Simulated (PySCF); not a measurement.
p-cresol (C₇H₈O), SMILES Cc1ccc(O)cc1. Geometry: PBE-D3(BJ)/def2-SVP. Other conformers were not sampled.

Computed equilibrium geometry at PBE-D3(BJ)/def2-SVP (PySCF confirms it by a frequency run) as a Z-matrix, and its point group (one conformer of several):
point group Cs.
```
C
C 1 1.4071
H 2 1.1017 1 119.40
C 2 1.4034 3 119.02 1 180.00
H 4 1.1030 2 120.05 3 0.00
C 4 1.4070 5 119.80 2 180.00
O 6 1.3636 4 122.98 5 0.00
H 7 0.9750 6 108.23 4 0.00
C 6 1.4097 7 117.91 8 180.00
C 9 1.3980 6 119.96 7 180.00
H 9 1.0997 10 121.39 1 180.00
H 10 1.1020 9 118.91 11 0.00
C 1 1.5088 2 121.70 3 0.00
H 13 1.1074 1 111.55 2 0.00
H 13 1.1105 14 107.59 1 -122.67
H 13 1.1105 14 107.59 15 -114.65
```
